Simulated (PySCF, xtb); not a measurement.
Sn(F)(Cl)(NH2)2 (ClFH4N2Sn), SMILES [NH2][Sn]([NH2])([F])[Cl]. Other conformers were not sampled.

Harmonic wavenumbers (cm⁻¹) from GFN2-xTB in xtb at its own minimum, in rising order: 74, 91, 104, 111, 121, 128, 134, 296, 372, 460, 524, 740, 756, 783, 800, 1440, 1453, 3357, 3359, 3389, 3390.

What does r2SCAN-D4/def2-SVP (PySCF) give at its own minimum? (Estimate from the structure and the level; the computed values follow.)

99, 112, 119, 145, 166, 170, 235, 371, 543, 556, 628, 657, 667, 863, 870, 1528, 1532, 3504, 3505, 3608, 3612. Paired by order, the mean absolute difference is 93 cm⁻¹ and the zero-point energies are 31.3 and 33.6 kcal/mol.
